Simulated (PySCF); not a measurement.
# Polarisability and C₆ of Pt⁻ (platinum, charge -1)

[Xe] 4f14 5d9 6s2, 2D determinant. Computed with PySCF 2.14 in aug-cc-pVDZ-PP with ECP60MDF, with a scalar-relativistic core potential. Coupled (time-dependent) response in atomic units; α is the mean over directions. A double-zeta set is small for polarisabilities.

```json
{"method": "UHF", "mean α (bohr³)": "250.9", "α xx, yy, zz": "256.4, 256.4, 239.9", "C₆ (like pair)": "3674", "S(−4)": "85770"}
```

S(−4) is the Cauchy moment in α(ω) = α(0) + S(−4) ω² + …

Spin-orbit coupling is absent.

α(iu) at UHF:

```
u (hartree)  α(iu) (bohr³)
          0          250.9
     0.0500          162.0
      0.100          96.71
      0.200          46.02
      0.300          28.10
      0.500          15.20
      0.750          9.665
       1.00          7.055
       1.50          4.377
       2.00          2.984
       3.00          1.622
       5.00         0.6808
```

A single London oscillator, α(iu) = α/(1 + u²/ω²), gives C₆ = (3/4) ω α². Matching the computed C₆ needs ω = 4 × 3674 / (3 × 250.9²) = 0.0778 hartree.

For an ion, C₆ is the dispersion term alone; charge-induced terms of lower order in 1/R come first.

The components differ because the open shell of this determinant is not spherical; for a pure term their mean is the scalar polarisability.

Energies and moments cover only the electrons outside the core potential. Spin-orbit coupling, absent here, splits the open shell strongly.
